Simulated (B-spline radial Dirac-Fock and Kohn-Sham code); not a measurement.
## Binding energies of Nb⁶⁺ at several levels of theory

System: Nb⁶⁺ in the configuration [Ar] 3d10 4s2 4p5.

The density-functional columns are spherical, spin-unpolarised Dirac-Kohn-Sham results without Breit or QED terms: −ε is minus the orbital energy of the initial state and ΔSCF the difference of two total energies. The reference in the last column comes from Dirac-Fock ΔSCF + Breit + QED. All numbers are from a radial finite-basis atomic code, in eV; a selection of levels is shown. For the 1s level of heavy atoms much of the gap between ΔSCF and the reference is the Breit and QED part, -50.3 eV here; for other levels the error of the functional can be larger.

```tsv
level	PBE −ε	PBE ΔSCF	LDA −ε	LDA ΔSCF	Dirac-Fock
1s	18886.4	19156.6	18859.7	19129.1	19084.8
2s	2716.3	2766.0	2713.2	2763.2	2803.0
2p1/2	2500.0	2560.5	2499.0	2559.7	2565.3
3s	524.3	544.5	523.2	543.5	568.7
3p1/2	442.8	463.3	442.5	462.9	478.5
3d3/2	283.6	304.5	283.9	304.8	304.0
3d5/2	280.7	301.5	281.0	301.8	301.2
4s	137.5	147.3	137.6	147.4	149.8
4p	111.8	120.9	111.9	121.1	119.6
```

Problem. Order the estimates of the K (1s) level by their distance from the Dirac-Fock value, nearest first.
A. PBE −ε
B. PBE ΔSCF
C. LDA ΔSCF
D. LDA −ε

Solution. C (44.3 eV), B (71.8 eV), A (198.4 eV), D (225.1 eV).

Values without a named source are computed, but for edge energies of neutral atoms, which are taken from tables.
